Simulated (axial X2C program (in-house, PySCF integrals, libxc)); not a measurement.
# Potential curves of RuSn, two-component

Computed with an axial X2C code built on PySCF integrals. Two-component (2c) means X2C with spin–orbit coupling and atomic mean-field two-electron Coulomb and Gaunt terms. Basis: Sn dyall-cv3z [11s12p9d4f1g], Ru dyall-cv3z [12s12p8d5f3g] (cores contracted in-house); Gaussian nuclei, density fitting, unrestricted open shells. Masses: Sn 119.902 u, Ru 101.904 u.

State: Ω = 3 (⟨Sz⟩ = 1.00, ⟨Lz⟩ = 2.00 at HF). Energies in cm⁻¹ from the lowest point of each curve. Fits are polynomials in 1 − R0/R over 0.85 to 1.23 times the lowest point R0.

```tsv
R (Å)	HF	CCSD	CCSD(T)
2.1298	20113		
2.2277	12427	3628	3468
2.3011	8374	1505	1395
2.3746	5405	386	330
2.4480	3277	0	0
2.5337	1603	206	278
2.6194	591	899	1052
2.7295	0	2251	2521
2.8642	23		
3.0600	925
```

Correlated methods: 12 electrons correlated (number of frozen shells: Sn 4 s, 3 p, 2 d; Ru 4 s, 3 p, 1 d), 352 virtual spin orbitals or spinors in MP2, 90 natural virtuals in coupled cluster.

The state is a single determinant with fixed occupations, the lowest that a limited PBE0 search found. Coupled cluster ran in a truncated set of natural virtual spinors; the MP2 energy of the rest was added. (T) has no such correction and the atoms are truncated less, which lowers De at CCSD(T) by a hundredth of an eV or more. PBE0 can misorder states that lie within some tenths of an eV, so this need not be the ground state of the molecule. The nearest other 2c determinant of the search, Ω = 1, lies 0.21 eV up at the distance of the search. With several unpaired electrons one determinant need not be a pure state. The determinant is spin-polarised beyond a pure state at some levels (its spin-free form has ⟨S²⟩ too high), which makes Re and μ there less reliable. The T1 diagnostic is large, a sign of multireference character. With the outer-core shells frozen, correlated bond lengths of heavy atoms tend to come out a few hundredths of an ångström too long. Coupled cluster ran on the points near the minimum only. MP2 and coupled cluster on one determinant become unreliable at the stretched end.

(1) Fit the HF curve near its minimum: give the equilibrium distance and the harmonic wavenumber.

(2) What are Re and ωe at the CCSD level?

(3) What are Re and ωe at the CCSD(T) level?

Results:

(1) At HF, 2c: Re = 2.789 Å, ωe ≈ 151 cm⁻¹; Be follows as 0.0393 cm⁻¹.

(2) At CCSD, 2c: Re = 2.462 Å, ωe ≈ 236 cm⁻¹; Be follows as 0.0505 cm⁻¹.

(3) At CCSD(T), 2c: Re = 2.453 Å, ωe ≈ 242 cm⁻¹; Be follows as 0.0509 cm⁻¹.
